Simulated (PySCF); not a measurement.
rhodium atom (Rh), quartet (core potentials on Rh). Base run: DF-CAMB3LYP/def2-SV(P) in PySCF.

Input for PySCF:
```python
from pyscf import gto, scf, dft

mol = gto.M(
    atom='''
Rh    0.000000    0.000000    0.000000
''',
    basis='def2-sv(p)',
    ecp={'Rh': 'def2-sv(p)'},
    charge=0,
    spin=3,
    verbose=4,
)

mf = dft.UKS(mol)
mf.xc = 'camb3lyp'
mf = mf.density_fit(auxbasis='def2-universal-jkfit')
mf.kernel()
mf.analyze()
```

The base run was repeated with changes; each row names its change, and settings that it needs were set with it.

```tsv
change	basis functions	E (Eh)	HOMO (eV)	core-seconds (rough)
base	24	-110.41548	-6.30	3
basis = LANL2DZ	22	-109.35637	-6.26	2
basis = def2-SVP	31	-110.41647	-6.30	3
basis = def2-SVPD	(withheld)	(withheld)	(withheld)	2
basis = def2-TZVP	40	-110.44610	-6.34	3
basis = def2-TZVPD	40	-110.44610	-6.34	2
basis = def2-TZVPP	56	-110.44671	-6.34	4
basis = def2-QZVP	(withheld)	(withheld)	-6.37	4
basis = def2-QZVPP	88	-110.44845	-6.37	20
```

Task: Some entries are withheld; supply them.

Result: 
- basis = def2-SVPD, basis functions: 34
- basis = def2-SVPD, E (Eh): -110.38386
- basis = def2-SVPD, HOMO (eV): -6.33
- basis = def2-QZVP, basis functions: 72
- basis = def2-QZVP, E (Eh): -110.44833

Totals compare only among sets that treat the same electrons; sets with core potentials leave the core out.

Open shells are given as the SCF converged; they aren't shown to be the lowest states, and a large step between rows can be another state.
